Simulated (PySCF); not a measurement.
CHF₂, SMILES F[CH]F, multiplicity 2. Atoms are numbered in the order given.

```xyz
4

F      0.0282    -0.2406    -1.0905
C     -0.1494     0.4830     0.0000
F      0.0282    -0.2406     1.0905
H      0.3878     1.4319     0.0000
```
Charge 0, spin multiplicity 2.

The structure is a stationary point at PBE0-D3(BJ)/def2-TZVP. The isomer is the one that the SMILES or the coordinates give; other isomers of the formula were not compared.

Level of theory: PySCF with PBE0/pcH-1.

Unrestricted Kohn–Sham, ⟨S²⟩ = 0.752. Hyperfine tensors hold the contact and dipolar terms, without spin-orbit corrections.

Estimate the hyperfine couplings. (The exact figures need the calculation; the answer reports its results.)


| nucleus | A(iso) (MHz) | A(iso) (G) | dipolar principal values (MHz) |
|---|---|---|---|
| 19F no. 1 | 223.5 | 79.8 | -248.9, -220.6, 469.6 |
| 13C no. 2 | 409.3 | 146.1 | -77.6, -77.6, 155.1 |
| 19F no. 3 | 223.5 | 79.8 | -248.9, -220.6, 469.6 |
| 1H no. 4 | 57.5 | 20.5 | -30.6, -7.3, 37.9 |

And the g tensor (effective nuclear charges for spin-orbit coupling, GIAO)? (Estimate from the structure and the level; the computed values follow.)

principal values 2.0019, 2.0051, 2.0051; isotropic 2.0040.
